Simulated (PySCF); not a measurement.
C₄H₁₆OSi₃.
Numbering: `[CH3:1][O:2][Si@H:3]([CH2:4][SiH3:5])[CH2:6][SiH2:7][CH3:8]` (hydrogens: H9, H10, H11 on C1; H12 on Si3; H13, H14 on C4; H15, H16, H17 on Si5; H18, H19 on C6; H20, H21 on Si7; H22, H23, H24 on C8)

The calculation used PBE0-D3(BJ)/def2-SVP geometry optimisation, gas phase in PySCF.

Question: What internal coordinates does the optimisation give?

Answer: 
| bond | length (Å) | order |
| --- | --- | --- |
| C1–O2 | 1.397 | single |
| O2–Si3 | 1.671 | single |
| Si3–C4 | 1.866 | single |
| C4–Si5 | 1.884 | single |
| Si3–C6 | 1.875 | single |
| C6–Si7 | 1.883 | single |
| Si7–C8 | 1.881 | single |
| C1–H9, C1–H10, C1–H11 | 1.105 | single |
| Si3–H12 | 1.501 | single |
| C4–H13 | 1.103 | single |
| C4–H14 | 1.104 | single |
| Si5–H15, Si5–H16, Si5–H17 | 1.495 | single |
| C6–H18 | 1.104 | single |
| C6–H19 | 1.104 | single |
| Si7–H20 | 1.499 | single |
| Si7–H21 | 1.498 | single |
| C8–H22, C8–H23, C8–H24 | 1.101 | single |

Bonds in one row agree within 0.01 Å and their mean is given. Orders are formal, as drawn. A selection of angles:
| angle | degrees |
| --- | --- |
| C1–O2–Si3 | 125.0 |
| O2–Si3–C4 | 104.7 |
| O2–Si3–C6 | 111.0 |
| C4–Si3–C6 | 111.7 |
| Si3–C4–Si5 | 113.7 |
| Si3–C6–Si7 | 115.6 |
| C6–Si7–C8 | 111.3 |

Torsions: C1–O2–Si3–C4 179° (antiperiplanar); O2–Si3–C4–Si5 -51° (synclinal); O2–Si3–C6–Si7 167° (antiperiplanar); Si3–C6–Si7–C8 53° (synclinal).

Si3 (oxygen-bound silicon) is distorted tetrahedral (angles from 104.7° to 111.7°). O2 (silyl ether oxygen) is bent (angle 125.0°). Si7 (SiH2 silicon) is tetrahedral (angles from 107.4° to 111.3°). Si5 (SiH3 silicon) is tetrahedral (angles from 107.7° to 111.1°). Of the pairs four or more bonds apart, Si7···H14 is among the closest relative to their van der Waals radii: 3.21 Å, 97 % of the sum of Bondi's values.

Point group: C1 (no symmetry element, even within 0.4 Å). No frequency check. One conformer, not necessarily the lowest.

Time: 6.2 min wall; peak memory 0.89 GiB. Hardware: Arm Neoverse V1, one thread, on a shared host. This is the geometry optimisation.
